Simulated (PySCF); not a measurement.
**Frontier levels across methods**

Compound: C₂H₈Si₃.
Cartesian coordinates in Å at the PBE0-D3(BJ)/def2-SVP level; atoms count from 1:
```xyz
13
C2H8Si3 angstrom
C      2.4125    1.5743   -0.5545
C      2.0176    0.5256   -0.0789
Si     1.3299   -1.0135    0.6472
Si    -0.8689   -0.5289    1.3031
Si    -2.0160    0.3001   -0.5662
H      2.7691    2.4975   -0.9760
H      2.1874   -1.4529    1.7885
H      1.3262   -2.0850   -0.3947
H     -1.5345   -1.7657    1.8233
H     -0.8457    0.4993    2.3905
H     -1.3334    1.5342   -1.0594
H     -2.0028   -0.7297   -1.6508
H     -3.4357    0.6276   -0.2295
```

Basis pcSseg-1 throughout (PySCF), one geometry. Isolated species at its PBE0-D3(BJ)/def2-SVP geometry (one conformer only).

How do the orbital energies, the gap and the dipole change with the method?

```json
{"method": "BLYP", "kind": "GGA", "HOMO (eV)": "-6.52", "LUMO (eV)": "-1.07", "gap (eV)": "5.45", "μ (D)": "0.37", "SCF cycles": "14"}
{"method": "B97-D", "kind": "GGA", "HOMO (eV)": "-6.65", "LUMO (eV)": "-1.13", "gap (eV)": "5.52", "μ (D)": "0.38", "SCF cycles": "14"}
{"method": "OPBE", "kind": "GGA", "HOMO (eV)": "-6.68", "LUMO (eV)": "-1.15", "gap (eV)": "5.53", "μ (D)": "0.40", "SCF cycles": "14"}
{"method": "PBE", "kind": "GGA", "HOMO (eV)": "-6.70", "LUMO (eV)": "-1.26", "gap (eV)": "5.44", "μ (D)": "0.38", "SCF cycles": "14"}
{"method": "KT3", "kind": "GGA", "HOMO (eV)": "-6.71", "LUMO (eV)": "-1.21", "gap (eV)": "5.50", "μ (D)": "0.37", "SCF cycles": "14"}
{"method": "KT2", "kind": "GGA", "HOMO (eV)": "-6.72", "LUMO (eV)": "-1.30", "gap (eV)": "5.42", "μ (D)": "0.36", "SCF cycles": "14"}
{"method": "BP86", "kind": "GGA", "HOMO (eV)": "-6.80", "LUMO (eV)": "-1.35", "gap (eV)": "5.45", "μ (D)": "0.38", "SCF cycles": "13"}
{"method": "LDA", "kind": "LDA", "HOMO (eV)": "-6.82", "LUMO (eV)": "-1.45", "gap (eV)": "5.38", "μ (D)": "0.35", "SCF cycles": "13"}
{"method": "B97-2", "kind": "global hybrid", "HOMO (eV)": "-7.56", "LUMO (eV)": "-0.42", "gap (eV)": "7.14", "μ (D)": "0.40", "SCF cycles": "12"}
{"method": "B3LYP", "kind": "global hybrid", "HOMO (eV)": "-7.57", "LUMO (eV)": "-0.55", "gap (eV)": "7.02", "μ (D)": "0.39", "SCF cycles": "13"}
{"method": "PBE0", "kind": "global hybrid", "HOMO (eV)": "-7.80", "LUMO (eV)": "-0.40", "gap (eV)": "7.39", "μ (D)": "0.41", "SCF cycles": "12"}
{"method": "mPW1PW91", "kind": "global hybrid", "HOMO (eV)": "-7.82", "LUMO (eV)": "-0.40", "gap (eV)": "7.42", "μ (D)": "0.40", "SCF cycles": "12"}
{"method": "BHandHLYP", "kind": "global hybrid", "HOMO (eV)": "-8.74", "LUMO (eV)": "0.59", "gap (eV)": "9.33", "μ (D)": "0.41", "SCF cycles": "12"}
{"method": "CAM-B3LYP", "kind": "range-separated hybrid", "HOMO (eV)": "-9.02", "LUMO (eV)": "0.72", "gap (eV)": "9.75", "μ (D)": "0.39", "SCF cycles": "12"}
{"method": "wB97X-D", "kind": "range-separated hybrid", "HOMO (eV)": "-9.57", "LUMO (eV)": "1.31", "gap (eV)": "10.89", "μ (D)": "0.42", "SCF cycles": "12"}
{"method": "HF", "kind": "Hartree–Fock", "HOMO (eV)": "-10.23", "LUMO (eV)": "2.91", "gap (eV)": "13.14", "μ (D)": "0.51", "SCF cycles": "10"}
{"method": "LC-wPBE", "kind": "range-separated hybrid", "HOMO (eV)": "-10.35", "LUMO (eV)": "1.75", "gap (eV)": "12.10", "μ (D)": "0.41", "SCF cycles": "12"}
```

The HOMO spans 3.83 eV, from BLYP down to LC-wPBE, and the gap runs from 5.38 eV (LDA) to 13.14 eV (HF). Over the methods BLYP (0 %), B97-D (0 %), OPBE (0 %), PBE (0 %), KT3 (0 %), KT2 (0 %), BP86 (0 %), LDA (0 %), B97-2 (21 %), B3LYP (20 %), PBE0 (25 %), mPW1PW91 (25 %), BHandHLYP (50 %), HF (100 %), a straight line through the gap against the share of exact exchange rises by 0.77 eV for each 10 % (correlation coefficient 1.000). The dipole ranges from 0.35 D (LDA) to 0.51 D (HF). This basis has no diffuse functions.
